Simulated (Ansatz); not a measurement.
```xyz
12

C     0.0021   -0.0077   -1.4531
C    -0.0036   -0.0033   -0.1297
C     0.0071    1.2745    0.6713
C     0.0079   -1.2747    0.6726
H     0.0004   -0.9430   -2.0271
H     0.0086    0.9313   -2.0342
H    -0.0007    2.1572    0.0250
H    -0.8923    1.3251    1.3386
H     0.8904    1.3196    1.3437
H     0.0096   -2.1643    0.0326
H     0.8834   -1.3305    1.3337
H    -0.8895   -1.3284    1.3392
```

Basis set: STO-3G (spherical functions). Correlated methods keep 4 orbitals frozen. Charge 0, multiplicity 1.

Computed with Ansatz (development build ahead of 0.2.0); each method stands on the lowest determinant of its kind that the runs found. Restricted open shells among the atoms or ions are ROHF, correlated in semicanonical orbitals with singles.

The atomization energy at this shape (free ground-state atoms in the same class of orbitals less the molecule, no zero-point energy) of singlet C4H8:

```json
{"method": "RHF", "atomization energy": "46.68 eV"}
```

Q: What does RHF-MP2 give?

A: 51.76 eV.

This basis has no polarisation functions and is too small for such energies, which can lie far from measured ones in either direction.
